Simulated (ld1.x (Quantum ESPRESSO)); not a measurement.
## What one change does to a pseudopotential (Al (Z = 13), PAW)

aluminium (Al), PAW, made with ld1.x (Quantum ESPRESSO) 7.5 (PBE, non-relativistic). Core [Ne], reference 3s2 3p0.5 (charge +0.5). Waves: 3s (bound): rcut 1.45, rcutus 1.90 bohr; 3s channel at 3.5 Ry: rcut 1.45, rcutus 1.90 bohr; 3p (bound): rcut 2.50, rcutus 2.80 bohr; 3p channel at 1.5 Ry: rcut 2.50, rcutus 2.80 bohr. Local part: all-electron potential smoothed inside 2.15 bohr (lloc = -1). Core correction: Bessel-smoothed model core inside 1.85 bohr. Augmentation charge: PSQ, inside the norm-conserving radii.

All-electron outer shells of the reference configuration (PBE, non-relativistic, ld1.x):

| shell | level (eV) | outermost node (bohr) | outermost maximum (bohr) |
| --- | --- | --- | --- |
| 3s | -11.07 | 0.80 | 2.06 |
| 3p | -5.71 | 0.82 | 2.52 |

Change: all radii but the core radius scaled by about 1.36 (s 2.58, p 3.82 bohr, rcut 1.98/3.40); local potential all-electron potential smoothed inside 2.92 bohr (lloc = -1).

Cutoffs: the cutoffs (Ry, on a coarse ladder) from which the occupation-weighted sum of valence levels, in a spherical-Bessel basis at the reference potential, stays within 10 and 1 mRy of its value at 400 Ry; they do not see the model core or the augmentation charge, which bear on the density cutoff. Errors are all-electron minus pseudo energies relative to the spin-unpolarised reference configuration.

Problem. Predict the effect on cutoff, ghosts and configuration errors.

Solution. Both files are very soft, the changed one slightly softer (loose and tight cutoff 8 and 12 Ry → 6 and 6 Ry on this coarse ladder); of the 7 tests that both files solve, the error grows in 2 and shrinks in 1 by more than 15 % and 0.3 meV (median size 0.6 → 1.0 meV); neither file shows a bound ghost.

| quantity | base | changed |
| --- | --- | --- |
| cutoff, loose | 8 Ry | 6 Ry |
| cutoff, tight | 12 Ry | 6 Ry |
| loose cutoff by channel (10 mRy a level) | s 8 Ry, p 6 Ry | s 6 Ry, p 6 Ry |
| bound ghosts | none | none |
| error for 3s2 3p1, meV [ΔE -2.09 eV] | +0.1 | +1.0 |
| error for 3s2 3p0, meV [ΔE 3.68 eV] | -0.3 | +0.2 |
| error for 3s1 3p0, meV [ΔE 22.87 eV] | -15 | -14 |
| error for 3s1 3p1, meV [ΔE 9.45 eV] | -2.3 | -2.1 |
| error for 3s0 3p3, meV [ΔE 8.29 eV] | +2.6 | -0.5 |
| error for 3s1 3p2, meV [ΔE 3.02 eV] | +0.6 | +0.8 |
| error for 3s2 3p1.3, meV [ΔE -2.67 eV] | +0.3 | +2.6 |
| lowest overlap eigenvalue by channel | s 0.56, p 0.69 | s 0.24, p 0.83 |
